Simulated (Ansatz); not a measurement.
AlF2, charge +1, singlet, at a GFN2-xTB geometry (such geometries of metal compounds can be far from the true shape). Base run: Ansatz (an electronic-structure program) with CCSD(T)/3-21G.

The Ansatz input:
Ansatz 0.2 input:
```yaml
crystal:
  periodic: [false, false, false]
  atoms:
    - {symbol: Al, position_ang: [0.00000000, 0.00000000, 0.00000000]}
    - {symbol: F, position_ang: [0.00000000, 0.00000000, 1.61313589]}
    - {symbol: F, position_ang: [-0.00000000, -0.00000000, -1.61313589]}
basis:
  gaussian:
    orbitals: 3-21G.json
total_charge: 1
magnetization: {spin_polarized: false}
correlation: {method: ccsd_t}
```
The basis file holds 3-21G in the JSON format of the Basis Set Exchange.

Variants of this job, named by their change:

```tsv
change	ΔE vs base (kcal/mol)	MP2 correlation (Eh)	CC correlation without the perturbative part (Eh)	basis functions
base	0.000	-0.27074	-0.26833	31
diis_vectors = 2	0.000	-0.27074	-0.26833	31
electrons = all	-4.86	-0.27884	-0.27592	31
diis_vectors = 4	0.000	-0.27074	-0.26833	31
accuracy = high	-0.004	-0.27074	-0.26833	31
fitting = cc-pVTZ-JKFIT (mean field), cc-pVTZ-RIFIT (correlation)	0.069	-0.27075	-0.26832	31
reference functional = pbe0	1.14	-	-0.28572	31
electrons = outside_noble_gas	0.000	-0.27074	-0.26833	31
method = bccd	4.67	-0.27074	-0.26655	31
lower_state_search = off	0.000	-0.27074	-0.26833	31
```
